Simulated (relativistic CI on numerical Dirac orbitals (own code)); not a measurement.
Os XIII: q coefficients and field-shift factors

Calculated at this level of theory: Dirac-Coulomb-Breit CI, separate exchange-only KLI orbitals for each configuration, derivatives by finite differences, unscaled Slater integrals, QED left out (own radial code, finite nucleus).

Configuration list (outside the closed core [Kr] 4d10): 4f14 5s2 5p2, 4f13 5s2 5p3, 4f14 5s 5p3, 4f14 5s2 5p 5d, 4f14 5s2 5d2, 4f14 5p4, 4f13 5p5. Double excitations out of closed p, d and f shells are left out; levels of such configurations are missing from the list, as are those of other unlisted configurations, and high levels can miss mixing partners.

With x = (α/α₀)² − 1 an excitation energy changes as ω = ω₀ + qx; K = 2q/ω₀ is the relative enhancement. Terms are leading LS components, so labels can repeat. The field-shift factor is F = δν/δ⟨r²⟩ for the transition from the lowest level.

Lowest level 4f14 5s2 5p2 3P_0.

```csv
Level,ω₀ (cm⁻¹),q (cm⁻¹),K,F (GHz/fm²)
4f14 5s2 5p2 3P_1,111408,154900,2.78,-24.1
4f14 5s2 5p2 1D_2,125221,151400,2.42,-23.2
4f13 5s2 5p3 3G_5,198226,-112200,-1.13,33.5
4f13 5s2 5p3 3D_2,203727,-105300,-1.03,32.6
4f13 5s2 5p3 3F_3,205786,-110500,-1.07,33.4
4f13 5s2 5p3 3F_4,212322,-108100,-1.02,33
4f13 5s2 5p3 3D_1,217320,-92450,-0.851,34.8
4f13 5s2 5p3 3G_4,227427,-91710,-0.806,34.7
4f13 5s2 5p3 3F_2,232891,-90220,-0.775,34.1
4f13 5s2 5p3 3F_3,236186,-88340,-0.748,34.2
4f14 5s2 5p2 3P_2,245439,306100,2.49,-50.6
4f14 5s2 5p2 1S_0,272550,313400,2.3,-56.7
4f13 5s2 5p3 5F_5,313294,46710,0.298,8.85
```

At this charge transitions that keep the count of f electrons are usually good to a few per cent. Levels and lines within the n = 5 or 6 shells can be off by up to 10 % or somewhat more, and those that change n by about 2 %, since core polarisation is missing. Levels that differ in their count of f electrons can be misplaced by several ten thousand cm⁻¹, since the correlation energy of f electrons is missing or only estimated; rates across such gaps can be off by orders of magnitude.
